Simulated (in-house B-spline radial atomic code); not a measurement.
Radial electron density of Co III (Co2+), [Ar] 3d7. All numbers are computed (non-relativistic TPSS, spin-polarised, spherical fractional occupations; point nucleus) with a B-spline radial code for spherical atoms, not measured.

Columns: r (bohr), 4πr²n(r) (electrons per bohr), bar.

```
 0.00263    1.008 #
 0.00315    1.407 ##
 0.00377    1.948 ##
 0.00452     2.69 ###
 0.00541    3.672 ####
 0.00649    4.986 ######
 0.00777     6.67 ########
 0.00931    8.814 ###########
  0.0112    11.52 ##############
  0.0134    14.65 ##################
   0.016    18.17 ######################
  0.0192    22.06 ###########################
   0.023    25.86 ###############################
  0.0275    29.16 ###################################
   0.033    31.53 ######################################
  0.0396    32.44 #######################################
  0.0474    31.71 #######################################
  0.0568    29.65 ####################################
   0.068    27.16 #################################
  0.0815    25.54 ###############################
  0.0977       26 ################################
   0.117    28.89 ###################################
    0.14    33.04 ########################################
   0.168    36.15 ############################################
   0.201    35.67 ###########################################
   0.241    30.84 ######################################
   0.289    23.43 #############################
   0.346    17.04 #####################
   0.415    14.47 ##################
   0.497    15.76 ###################
   0.596    18.08 ######################
   0.714    18.32 ######################
   0.855    15.59 ###################
    1.02    11.28 ##############
    1.23    6.813 ########
    1.47    3.692 ####
    1.76    1.786 ##
    2.11    0.782 #
    2.53   0.3069 
    3.03   0.1036 
    3.63   0.0276
```

On this grid the curve has 3 maxima, near 0.0396, 0.168, 0.714 bohr.

The 3p up radial function P(r) = rR(r), positive near the nucleus:

```csv
r (bohr),P
0.00263,0.001446
0.00377,0.002926
0.00541,0.005894
0.00777,0.01178
0.0112,0.02337
0.016,0.04472
0.023,0.08415
0.033,0.1515
0.0474,0.2579
0.068,0.4025
0.0977,0.5542
0.14,0.6218
0.201,0.4635
0.289,-0.01759
0.415,-0.6877
0.596,-1.153
0.855,-1.088
1.23,-0.648
1.76,-0.2394
2.53,-0.04665
3.63,-0.003947
```
